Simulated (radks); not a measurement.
Question: These are the eigenvalues of the occupied orbitals of an atom or ion with whole-number occupations (eV). Calculated with a radial shooting solver on a logarithmic mesh with Libxc functionals: scalar-relativistic Kohn-Sham, BLYP, spin-polarised, spherical densities, finite nucleus; Fermi nuclear charge, rms radius of each element as measured or else 0.836 A^(1/3) + 0.57 fm.

orbital  eigenvalue
1s up     -63558.44
1s down   -63557.79
2s up     -11085.01
2s down   -11084.57
2p up     -9793.330
2p down   -9792.708
3s up     -2757.733
3s down   -2754.618
3p up     -2369.862
3p down   -2366.680
3d up     -1903.439
3d down   -1900.882
4s up     -794.7956
4s down   -788.1545
4p up     -665.4019
4p down   -658.9800
4d up     -496.3058
4d down   -490.1661
5s up     -315.0787
5s down   -312.4538
4f up     -306.7545
4f down   -300.8644

Which element is it, and in what charge state? The configuration may be excited. Open shells, if any, are filled with parallel spins first.

Answer: Z = 71, lutetium, charge +14: Lu14+ in [Ar] 3d10 4s2 4p5 4d10 4f10 5s2. The list shows which subshells hold electrons but not how many an open one holds; the 1s level, -2335.7 hartree, gives Z - s = 68.3 by -(Z - s)^2/2, which with screening and relativity narrows Z to a few neighbours, and the depths of the outer levels then fix element, charge and occupations together.
